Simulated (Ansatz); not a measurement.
A nudged elastic band was laid between two geometries of H4Sn (5 atoms, charge 0, multiplicity 1).

All numbers below come from RKS PBE/def2-SVP in Ansatz 0.2.0.

| Quantity | Value |
| --- | --- |
| movable images | 7 |
| climbing image | yes |
| spring | 5.0 eV/Å² |
| optimiser | quadratic models (default) |
| start path | through a guess of the saddle point |
| force threshold | 0.03 eV/Å |
| iteration limit | 60 |
| end points | relaxed |

First end point:

```xyz
5
Properties=species:S:1:pos:R:3
Sn 0.284 0.000 0.201
H 0.284 0.000 1.926
H 1.910 0.000 -0.374
H -0.529 1.408 -0.374
H -0.529 -1.408 -0.374
```

Last end point:

```xyz
5
Properties=species:S:1:pos:R:3
Sn 0.210 0.000 -0.963
H 0.968 0.000 1.270
H 1.644 0.000 0.861
H -0.702 1.278 -0.081
H -0.702 -1.278 -0.081
```

Task: Which bonds break or form, and what moves?

Result: Bonds broken: Sn1–H2, Sn1–H3. Bonds formed: H2–H3. H4Sn becomes H2 + H2Sn.

Task: Give the energies along the band, and the barrier.

Result: The forces met the threshold. The highest image is number 5 of 0 to 8, 1.84 eV above the first end and 1.10 eV above the last; the last end lies 0.74 eV above the first. A vibrational analysis at the climbing image gives one clearly imaginary mode, 1098i cm⁻¹: a first-order saddle point. The orbitals stay closed-shell, which can raise the energy where a bond breaks towards radicals; this wasn't checked here.

```tsv
image	path coordinate (Å)	energy (eV)	Sn1–H2 (Å)	Sn1–H3 (Å)	H2–H3 (Å)
0	0.00	0.00	1.72	1.72	2.82
1	0.28	0.11	1.71	1.72	2.55
2	0.55	0.47	1.70	1.71	2.28
3	0.83	1.03	1.74	1.70	2.01
4	1.10	1.59	1.82	1.71	1.73
5	1.38	1.84	1.92	1.75	1.44
6	1.65	1.52	2.02	1.84	1.11
7	1.93	0.88	2.17	2.02	0.84
8	2.20	0.74	2.36	2.32	0.79
```

Task: What is the geometry of the highest image?

Result: 
```xyz
5
Properties=species:S:1:pos:R:3
Sn 0.285 0.000 -0.512
H 0.649 0.000 1.377
H 1.747 0.000 0.447
H -0.630 1.426 -0.154
H -0.630 -1.426 -0.154
```

Task: What are the harmonic wavenumbers there?

Result: 1098i, 507, 556, 698, 768, 1378, 1800, 1828, 1850 cm⁻¹.

The band took 8 iterations and about 21 core-seconds.

The run took 21 s on 1 thread of AMD EPYC 9R45 96-Core Processor (Zen 5), on a shared host, peak memory 0.11 GiB.
